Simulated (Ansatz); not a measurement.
Ansatz (an electronic-structure program) input (HF/3-21G): The .json file is the Basis Set Exchange's 3-21G.

Ansatz 0.2 input:
```yaml
crystal:
  periodic: [false, false, false]
  atoms:
    - {symbol: C, position_ang: [-1.19796789, -0.27242431, -0.01135442]}
    - {symbol: C, position_ang: [0.10298617, 0.02341961, 0.00097611]}
    - {symbol: C, position_ang: [1.28556281, 0.29234386, 0.01218465]}
    - {symbol: H, position_ang: [-1.59140607, -1.03841070, 0.63617962]}
    - {symbol: H, position_ang: [-1.87220150, 0.25076780, -0.66900793]}
    - {symbol: H, position_ang: [2.32012106, 0.52760795, 0.02199027]}
basis:
  gaussian:
    orbitals: 3-21G.json
hamiltonian:
  xc: {name: HF}
total_charge: 1
phonons: {temperatures: {t_min: 298.15, t_max: 298.15, t_step: 100}}
```

Output:

```
Functional definition: HF
integrals: 0.00 GiB planned
482 factors; integrals over basis functions are off by at most 7.9e-4 eV
mean field: 0.06 GiB planned
mean field evaluation 1: about -3108.7513 eV, gradient 2.5e1 eV
mean field evaluation 2: about -3108.7544 eV, gradient 2.5e1 eV
mean field evaluation 4: about -3110.4834 eV, gradient 3.1e0 eV
mean field evaluation 8: about -3110.5196 eV, gradient 8.5e-4 eV
mean field -3110.51955422 eV, -114.3094852316 hartree, gradient 1.6e-5 eV, S^2 0.000000; 0 other end points of the search recorded, 0 dependent functions left out
the calculation of the forces begins
reference -3110.51955422 eV, -114.3094852316 hartree; 10, 10 occupied and 23, 23 virtual orbitals, 482 factors
these checks for a lower state are left out or cut short: stability, starts, cluster_reference, orbital_swaps, neighbouring_geometries, increment
integrals: 0.00 GiB planned
482 factors; integrals over basis functions are off by at most 7.9e-4 eV
mean field: 0.06 GiB planned
mean field evaluation 16: about -3110.5194 eV, gradient 4.6e-6 eV
mean field -3110.51937681 eV, -114.3094787121 hartree, gradient 3.0e-6 eV, S^2 0.000000; 0 other end points of the search recorded, 0 dependent functions left out
the calculation of the forces begins
reference -3110.51937681 eV, -114.3094787121 hartree; 10, 10 occupied and 23, 23 virtual orbitals, 482 factors
these checks for a lower state are left out or cut short: stability, starts, cluster_reference, orbital_swaps, neighbouring_geometries, increment
integrals: 0.00 GiB planned
482 factors; integrals over basis functions are off by at most 7.9e-4 eV
mean field: 0.06 GiB planned
mean field -3110.51938315 eV, -114.3094789451 hartree, gradient 3.0e-6 eV, S^2 0.000000; 0 other end points of the search recorded, 0 dependent functions left out
the calculation of the forces begins
reference -3110.51938315 eV, -114.3094789451 hartree; 10, 10 occupied and 23, 23 virtual orbitals, 482 factors
these checks for a lower state are left out or cut short: stability, starts, cluster_reference, orbital_swaps, neighbouring_geometries, increment
integrals: 0.00 GiB planned
482 factors; integrals over basis functions are off by at most 7.9e-4 eV
mean field: 0.06 GiB planned
mean field evaluation 32: about -3110.5194 eV, gradient 3.0e-6 eV
mean field -3110.51937800 eV, -114.3094787557 hartree, gradient 3.0e-6 eV, S^2 0.000000; 0 other end points of the search recorded, 0 dependent functions left out
the calculation of the forces begins
reference -3110.51937800 eV, -114.3094787557 hartree; 10, 10 occupied and 23, 23 virtual orbitals, 482 factors
these checks for a lower state are left out or cut short: stability, starts, cluster_reference, orbital_swaps, neighbouring_geometries, increment
integrals: 0.00 GiB planned
482 factors; integrals over basis functions are off by at most 7.9e-4 eV
mean field: 0.06 GiB planned
mean field -3110.51937892 eV, -114.3094787895 hartree, gradient 2.9e-6 eV, S^2 0.000000; 0 other end points of the search recorded, 0 dependent functions left out
the calculation of the forces begins
reference -3110.51937892 eV, -114.3094787895 hartree; 10, 10 occupied and 23, 23 virtual orbitals, 482 factors
these checks for a lower state are left out or cut short: stability, starts, cluster_reference, orbital_swaps, neighbouring_geometries, increment
integrals: 0.00 GiB planned
482 factors; integrals over basis functions are off by at most 7.9e-4 eV
mean field: 0.06 GiB planned
mean field -3110.51937978 eV, -114.3094788210 hartree, gradient 2.9e-6 eV, S^2 0.000000; 0 other end points of the search recorded, 0 dependent functions left out
the calculation of the forces begins
reference -3110.51937978 eV, -114.3094788210 hartree; 10, 10 occupied and 23, 23 virtual orbitals, 482 factors
these checks for a lower state are left out or cut short: stability, starts, cluster_reference, orbital_swaps, neighbouring_geometries, increment
integrals: 0.00 GiB planned
482 factors; integrals over basis functions are off by at most 7.9e-4 eV
mean field: 0.06 GiB planned
mean field -3110.51937853 eV, -114.3094787752 hartree, gradient 3.0e-6 eV, S^2 0.000000; 0 other end points of the search recorded, 0 dependent functions left out
the calculation of the forces begins
reference -3110.51937853 eV, -114.3094787752 hartree; 10, 10 occupied and 23, 23 virtual orbitals, 482 factors
these checks for a lower state are left out or cut short: stability, starts, cluster_reference, orbital_swaps, neighbouring_geometries, increment
integrals: 0.00 GiB planned
482 factors; integrals over basis functions are off by at most 7.9e-4 eV
mean field: 0.06 GiB planned
mean field -3110.51944791 eV, -114.3094813247 hartree, gradient 3.0e-6 eV, S^2 0.000000; 0 other end points of the search recorded, 0 dependent functions left out
the calculation of the forces begins
reference -3110.51944791 eV, -114.3094813247 hartree; 10, 10 occupied and 23, 23 virtual orbitals, 482 factors
these checks for a lower state are left out or cut short: stability, starts, cluster_reference, orbital_swaps, neighbouring_geometries, increment
integrals: 0.00 GiB planned
482 factors; integrals over basis functions are off by at most 7.9e-4 eV
mean field: 0.06 GiB planned
mean field evaluation 64: about -3110.5182 eV, gradient 1.8e-5 eV
mean field -3110.51945174 eV, -114.3094814655 hartree, gradient 3.0e-6 eV, S^2 0.000000; 0 other end points of the search recorded, 0 dependent functions left out
the calculation of the forces begins
reference -3110.51945174 eV, -114.3094814655 hartree; 10, 10 occupied and 23, 23 virtual orbitals, 482 factors
these checks for a lower state are left out or cut short: stability, starts, cluster_reference, orbital_swaps, neighbouring_geometries, increment
integrals: 0.00 GiB planned
482 factors; integrals over basis functions are off by at most 7.9e-4 eV
mean field: 0.06 GiB planned
mean field -3110.51953635 eV, -114.3094845750 hartree, gradient 3.0e-6 eV, S^2 0.000000; 0 other end points of the search recorded, 0 dependent functions left out
the calculation of the forces begins
reference -3110.51953635 eV, -114.3094845750 hartree; 10, 10 occupied and 23, 23 virtual orbitals, 482 factors
these checks for a lower state are left out or cut short: stability, starts, cluster_reference, orbital_swaps, neighbouring_geometries, increment
integrals: 0.00 GiB planned
482 factors; integrals over basis functions are off by at most 7.9e-4 eV
mean field: 0.06 GiB planned
mean field -3110.51953217 eV, -114.3094844214 hartree, gradient 3.0e-6 eV, S^2 0.000000; 0 other end points of the search recorded, 0 dependent functions left out
the calculation of the forces begins
reference -3110.51953217 eV, -114.3094844214 hartree; 10, 10 occupied and 23, 23 virtual orbitals, 482 factors
these checks for a lower state are left out or cut short: stability, starts, cluster_reference, orbital_swaps, neighbouring_geometries, increment
integrals: 0.00 GiB planned
482 factors; integrals over basis functions are off by at most 7.9e-4 eV
mean field: 0.06 GiB planned
mean field -3110.51950591 eV, -114.3094834564 hartree, gradient 3.0e-6 eV, S^2 0.000000; 0 other end points of the search recorded, 0 dependent functions left out
the calculation of the forces begins
reference -3110.51950591 eV, -114.3094834564 hartree; 10, 10 occupied and 23, 23 virtual orbitals, 482 factors
these checks for a lower state are left out or cut short: stability, starts, cluster_reference, orbital_swaps, neighbouring_geometries, increment
integrals: 0.00 GiB planned
482 factors; integrals over basis functions are off by at most 7.9e-4 eV
mean field: 0.06 GiB planned
mean field evaluation 96: about -3110.5195 eV, gradient 4.1e-5 eV
mean field -3110.51950546 eV, -114.3094834398 hartree, gradient 3.0e-6 eV, S^2 0.000000; 0 other end points of the search recorded, 0 dependent functions left out
the calculation of the forces begins
reference -3110.51950546 eV, -114.3094834398 hartree; 10, 10 occupied and 23, 23 virtual orbitals, 482 factors
Total energy: -3110.51955422 eV, -114.3094852316 hartree
Atom 0 at    -1.197968    -0.272424    -0.011354 Å, force    -0.002294    -0.000522    -0.000022 eV/Å
Atom 1 at     0.102986     0.023420     0.000976 Å, force    -0.000246    -0.000056    -0.000002 eV/Å
Atom 2 at     1.285563     0.292344     0.012185 Å, force     0.000341     0.000078     0.000003 eV/Å
Atom 3 at    -1.591406    -1.038411     0.636180 Å, force     0.001145    -0.000292     0.000542 eV/Å
Atom 4 at    -1.872202     0.250768    -0.669008 Å, force     0.000916     0.000760    -0.000523 eV/Å
Atom 5 at     2.320121     0.527608     0.021990 Å, force     0.000138     0.000031     0.000001 eV/Å
Dipole moment:    -0.168086    -0.038224    -0.001593 e Å
Vibrations: 351.40 395.75 840.76 1088.16 1181.96 1222.26 1280.85 1612.72 2215.45 3276.76 3381.57 3537.26 cm⁻¹, zero-point energy 1.263703 eV
```

The blocks after the first are displaced geometries, from whose forces the wavenumbers follow.

The dipole moment of an ion depends on the origin.
